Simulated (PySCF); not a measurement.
NMR data sheet: C8H10O

| Quantity | Value |
| --- | --- |
| Formula | C8H10O |
| SMILES | CC(=O)[C@@H]1C=CC=C1C |
| InChI | InChI=1S/C8H10O/c1-6-4-3-5-8(6)7(2)9/h3-5,8H,1-2H3/t8-/m1/s1 |
| Point group of the computed structure | C1 |
| Degrees of unsaturation | 4 |
| Carbon signals | 8 |
| Proton signals | 6 |

Atoms are numbered as in `[CH3:1][C:2](=[O:3])[C@@H:4]1[CH:5]=[CH:6][CH:7]=[C:8]1[CH3:9]` (H(Xn): hydrogen on atom n).

In vacuum, a single conformation, no relativistic terms, equivalent nuclei averaged. Shielding tensors at HF/pcSseg-1 (GIAO); structure optimised with PBE0-D3(BJ)/def2-SVP; PySCF 2.14.0 with density-fitted response routines.

Shifts are taken against calculated references (same method and geometry level): 1H (σref 31.69) and 13C (σref 190.85) against TMS; 17O (σref 333.31) vs H2O.

```tsv
carbon	δC, type	δH (multiplicity)	HMBC from (2–3 bonds)	span of the C tensor (ppm)
C1	23.3, CH3	1.56 (s)	H(C4)	44
C2	210.8, C	–	H(C5), H(C4), H(C1)	243
C4	63.6, CH	3.34 (m)	H(C6), H(C5), H(C7), H(C9), H(C1)	35
C5	140.4, CH	6.47 (m)	H(C6), H(C7), H(C4)	240
C6	147.0, CH	6.81 (m)	H(C5), H(C7), H(C4)	236
C7	136.6, CH	6.40 (d)	H(C6), H(C5), H(C4), H(C9)	206
C8	155.1, C	–	H(C6), H(C5), H(C7), H(C4), H(C9)	249
C9	15.2, CH3	2.02 (s)	H(C7), H(C4)	26
```

Other nuclei:
| atoms | nucleus | environment | δ (ppm) | σ (ppm) |
| --- | --- | --- | --- | --- |
| O3 | 17O | ketone oxygen | 668.8 | -335.5 |

Carbon types of the structure: 2 × C, 4 × CH, 2 × CH3, which accounts for all hydrogens. δC 210.8: ketone carbonyl carbon; low-lying n→π* states of the double bond to the heteroatom give a large paramagnetic term (-272 ppm). δC 155.1: fully substituted alkene carbon; an sp2 carbon of a C=C bond. δC 147.0, 140.4, 136.6: alkene CH; an sp2 carbon of a C=C bond. δC 63.6: sp3 CH α to a carbonyl. δH 2.02: hydrogen on an allylic methyl carbon; allylic position.

Shifts are as computed. Against solution values, carbons near 30 ppm lie about -0 ppm off and those near 130 ppm about +7 ppm. Of 1211 compounds with measured shifts, 218 miss one by over three times the rms of a fit or turn the order of signals round; such compounds aren't used in these exercises. Unscaled 17O shifts of doubly bonded oxygen tend to come out too high, by tens of ppm or more. Experimental scales use liquid or dissolved standards, which lie at an offset from isolated H2O (liquid H2O: subtract about 36 ppm). Multiplicities follow the n + 1 count of equivalent neighbours, as no J values were calculated; m marks all less simple cases, F and P coupling included.
